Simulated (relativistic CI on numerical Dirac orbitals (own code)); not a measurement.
Method of calculation: Dirac-Coulomb-Breit CI, separate exchange-only KLI orbitals for each configuration, QED by a radiative potential, unscaled Slater integrals (own radial code, finite nucleus).

The strongest absorption lines from the ground level of an ion, among the configurations computed and to levels below about 438 eV (vacuum wavelength in Å, gf): 30.568 (0.14), 34.072 (0.42), 46.693 (0.087), 48.138 (0.66), 49.024 (0.25), 60.999 (8.4), 77.256 (0.042), 82.302 (0.0023).

(1) Which ion is it?
A. Er XXIII
B. Gd XIX
C. Dy XIX
D. Dy XXI

Answers

(1) D. Dy XXI has 46 electrons and the ground level 4s2 4p6 4d10 1S_0; the strongest line goes to 4s2 4p6 4d9 4f 1P°_1. The pattern of lines fixes the number of electrons, and along that sequence the line energies rise steadily with the charge (about as its square where n changes within one kind of shell, about linearly where n is kept but much faster in heavy ions where fine structure, which grows about as Z⁴, sets the gap, and irregularly where shells cross), which fixes Z. Configurations outside the model, such as inner-shell arrays, can give stronger lines. At this charge energies of transitions that change n are usually good to better than 1 %, and those within a shell (Δn = 0) to a few per cent.

LS names give the leading component of a level, which can be under half, so a name can repeat, a term be missing and a line seem to break the LS rules.
